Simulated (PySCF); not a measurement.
# Isomers of C5H12O2: computed energies against enthalpies of formation

**Measured values to compare with.**

CRC Handbook of Chemistry and Physics lists, for the gas at 298.15 K: enthalpy of formation of `OCCCCCO` (1,5-pentanediol) -450.8 kJ/mol; enthalpy of formation of `CCOCOCC` (diethoxymethane) -414.7 kJ/mol.

How close the calculation comes is told at the end.

Differences of these values give the isomerisation enthalpies. Geometries: PBE0-D3(BJ)/def2-SVP; runs in PySCF, gas phase, with a dispersion term only where the level names one. Total electronic energies (Eh):

```json
{"SMILES": "OCCCCCO", "PBE0-D3(BJ)/def2-SVP": "-347.54685", "PBE0/pcSseg-1": "-347.74999"}
{"SMILES": "CCOCOCC", "PBE0-D3(BJ)/def2-SVP": "-347.53877", "PBE0/pcSseg-1": "-347.74262"}
```

Geometry of `OCCCCCO` (Å):
```
atom  x, y, z in Å
O1    -2.6657    1.1337   -0.5277
C2    -2.4026    0.0092    0.2707
C3    -1.4163   -0.9605   -0.3650
C4    -0.0960   -0.3253   -0.7822
C5     0.7362    0.2172    0.3713
C6     2.1267    0.6565   -0.0604
O7     2.8738   -0.3755   -0.6519
H8    -3.0188    0.8235   -1.3685
H9    -1.9954    0.3994    1.2171
H10   -3.3334   -0.5326    0.5344
H11   -1.8911   -1.4230   -1.2500
H12   -1.2366   -1.7897    0.3424
H13    0.5119   -1.0600   -1.3331
H14   -0.3030    0.4975   -1.4869
H15    0.2308    1.0734    0.8490
H16    0.8334   -0.5556    1.1588
H17    2.6620    1.1028    0.8016
H18    2.0443    1.4482   -0.8227
H19    2.9856   -1.0712    0.0046
```

Geometry of `CCOCOCC` (Å):
```
atom  x, y, z in Å
C1    -2.8306    0.6373   -0.3821
C2    -1.5556   -0.1033   -0.7322
O3    -0.4635    0.7729   -0.9284
C4     0.2330    1.0980    0.2290
O5     0.9121    0.0209    0.7835
C6     1.9988   -0.4496    0.0103
C7     3.2881    0.2805    0.3278
H8    -2.7391    1.1750    0.5744
H9    -3.0776    1.3716   -1.1633
H10   -3.6726   -0.0657   -0.2875
H11   -1.3028   -0.8496    0.0415
H12   -1.6826   -0.6512   -1.6793
H13   -0.4385    1.4620    1.0278
H14    0.9192    1.9131   -0.0643
H15    1.7529   -0.3759   -1.0639
H16    2.1018   -1.5211    0.2436
H17    4.1233   -0.1404   -0.2531
H18    3.5294    0.1908    1.3976
H19    3.2203    1.3518    0.0827
```

Zero-point and thermal terms are left out, so the computed numbers are electronic energies.

**Comparison with experiment**

Relative to `OCCCCCO`, the lowest by measurement, in kJ/mol (measured: enthalpies at 298.15 K; computed: electronic energies):

```tsv
SMILES	measured	PBE0-D3(BJ)/def2-SVP	PBE0/pcSseg-1
OCCCCCO	0.0	0.0	0.0
CCOCOCC	36.1	21.2	19.4
```

Measured values: -450.8 kJ/mol (298.15 K; CRC Handbook of Chemistry and Physics) for the first row; the others come from the same table. Unsigned miss: PBE0-D3(BJ)/def2-SVP 14.9, PBE0/pcSseg-1 16.7 kJ/mol. One conformer stands for `OCCCCCO` and `CCOCOCC`, not necessarily the lowest, while the measurement averages over conformers. Where a level misses, the cause wasn't examined.
